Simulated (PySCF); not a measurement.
An unknown gives this computed stick spectrum. Theory: TDDFT CAM-B3LYP/def2-SVPD, vertical, gas phase, core orbitals frozen in the response in PySCF 2.14.0, density-fitted response routines. Geometries: GFN2-xTB, one conformer each.

```json
{"state": "S1", "E (eV)": "6.84", "f": "0.118"}
{"state": "S2", "E (eV)": "6.97", "f": "0.113"}
{"state": "S3", "E (eV)": "7.11", "f": "0.347"}
{"state": "S4", "E (eV)": "7.32", "f": "0.0095"}
{"state": "S5", "E (eV)": "7.43", "f": "0.022"}
{"state": "S6", "E (eV)": "7.65", "f": "0.0096"}
{"state": "S7", "E (eV)": "7.86", "f": "0.037"}
{"state": "S8", "E (eV)": "7.92", "f": "0.0021"}
```

Problem. Which structure fits? All have the formula C7H9N.
A. `C#C[C@@H]1[C@H](N)[C@@H]1C=C`
B. `CC(C)=C1C[C@@H]1C#N`
C. `c1ccc(c(N)c1)C`

Solution. B. Its S1, at 6.84 eV, is the highest among the candidates; the nearest of the others has S1 at 5.83 eV. S1 is HOMO→LUMO (66%), HOMO→LUMO+1 (18%). Löwdin shares by element: HOMO carbon 76% or more (atoms not listed hold the other 24%); LUMO carbon 43% or more, hydrogen 11% or more (atoms not listed hold the other 46%). At the same level the other candidates give, for their lowest levels:
- `Cc1ccccc1N`: 5.00 eV (f 0.048); 5.57 eV (f 0.012); 5.73 eV (f 0.102); 6.33 eV (f 0.001); 6.41 eV (f 0.003); T1 3.94 eV; HOMO -7.06, LUMO 1.14 eV
- `C#C[C@@H]1[C@H](N)[C@@H]1C=C`: 5.83 eV (f 0.012); 6.18 eV (f 0.002); 6.45 eV (f 0.040); 6.55 eV (f 0.030); 6.75 eV (f 0.033); T1 4.26 eV; HOMO -7.89, LUMO 0.91 eV
Triplets come from the Tamm–Dancoff approximation.
